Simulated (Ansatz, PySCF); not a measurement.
C₂H₇O, SMILES [OH+](C)C, charge +1.

Geometry: PBE-D3(BJ)/def2-TZVP. The isomer is the one that the SMILES or the coordinates give; other isomers of the formula were not compared.

Vertical ionisation energy (IE) and electron affinity (EA) in eV. Rows of orbital energies are one-electron estimates. Where ΔSCF, EOM or ADC give a negative EA the extra electron is unbound and the value depends on the basis.

| level | IE | EA |
|---|---|---|
| −ε(HOMO), −ε(LUMO), ωB97X/def2-TZVPD (PySCF) | 18.65 | 3.54 |
| −ε(HOMO), −ε(LUMO), PBE/def2-TZVPD (PySCF) | 14.47 | 6.84 |
| ΔSCF, PBE0/def2-SVPD (Ansatz), final states of multiplicity 2 and 2 | 18.73 | 3.90 |
| ΔSCF, PBE/def2-SVPD (Ansatz), final states of multiplicity 2 and 2 | 18.28 | 4.11 |

What vertical singlet–triplet gap does ΔSCF give with PBE0/def2-SVPD (Ansatz, a first-principles code) and with PBE/def2-SVPD (Ansatz)? (Estimate from the structure and the level; the computed values follow.)

8.29 and 7.65 eV (triplet above singlet where positive).
